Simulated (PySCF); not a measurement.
BrFTe. Atoms are numbered in the order given.

```xyz
3

Te     0.3225     0.8425     0.0000
F     -1.5113     1.4148     0.0000
Br    -0.0905    -1.6155     0.0000
```
Charge 0, spin multiplicity 1.

Coordinates come from a B3LYP-D3(BJ)/def2-TZVP optimisation. The def2 effective core potentials stand for the cores of Te; spin–orbit coupling is left out.

Calculation: PBE0/def2-TZVPD (PySCF).

Symmetry labels are those of the subgroup Cs that the program uses (full group Cs).

Computed valence orbital energies around the gap with their symmetry:
```tsv
orbital	symmetry	energy (eV)
HOMO−7	A'	-17.99
HOMO−6	A'	-12.95
HOMO−5	A'	-12.38
HOMO−4	A"	-12.23
HOMO−3	A'	-10.29
HOMO−2	A"	-9.41
HOMO−1	A'	-9.18
HOMO	A"	-6.71
LUMO	A'	-2.95
LUMO+1	A'	-2.65
LUMO+2	A'	0.20
LUMO+3	A'	0.64
```
